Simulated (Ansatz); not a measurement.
C5H5Al, SMILES `C#[C][Al]([CH3])[C]#C`. Total charge 0; spin multiplicity 1. The geometry is a stationary point of PBE0-D4/def2-TZVP.

```xyz
11

C    -1.642   -1.541    2.100
C    -0.996   -0.930    1.279
Al    0.012   -0.005   -0.048
C     0.165   -0.709   -1.846
C     0.850    1.624    0.477
C     1.393    2.662    0.782
H    -2.210   -2.075    2.829
H     0.605   -1.711   -1.832
H     0.777   -0.077   -2.492
H    -0.823   -0.812   -2.306
H     1.870    3.575    1.056
```

What is the dipole moment at PBE/def2-TZVPP? (Estimate.)

Ansatz gave: 0.26 D, with components (0.02, -0.09, -0.25) D in this frame, pointing from negative to positive charge.

And with r2SCAN, B3LYP, ωB97M-V? (Estimate.)

Computed: r2SCAN 0.20 D, B3LYP 0.23 D, ωB97M-V 0.24 D.

Give the Mulliken charges with PBE, r2SCAN, B3LYP in def2-TZVPP. (An estimate is asked.)

The calculation gave: 
| atom | PBE | r2SCAN | B3LYP |
| --- | --- | --- | --- |
| C1 | -0.01 | -0.08 | 0.04 |
| C2 | -0.43 | -0.48 | -0.56 |
| Al3 | 0.59 | 0.81 | 0.69 |
| C4 | -0.42 | -0.36 | -0.44 |
| C5 | -0.43 | -0.47 | -0.55 |
| C6 | -0.01 | -0.08 | 0.04 |
| H7 | 0.20 | 0.23 | 0.25 |
| H8 | 0.10 | 0.07 | 0.09 |
| H9 | 0.10 | 0.07 | 0.10 |
| H10 | 0.10 | 0.07 | 0.09 |
| H11 | 0.20 | 0.23 | 0.25 |

B3LYP here is the variant with VWN-RPA as its local correlation; programs differ in this.
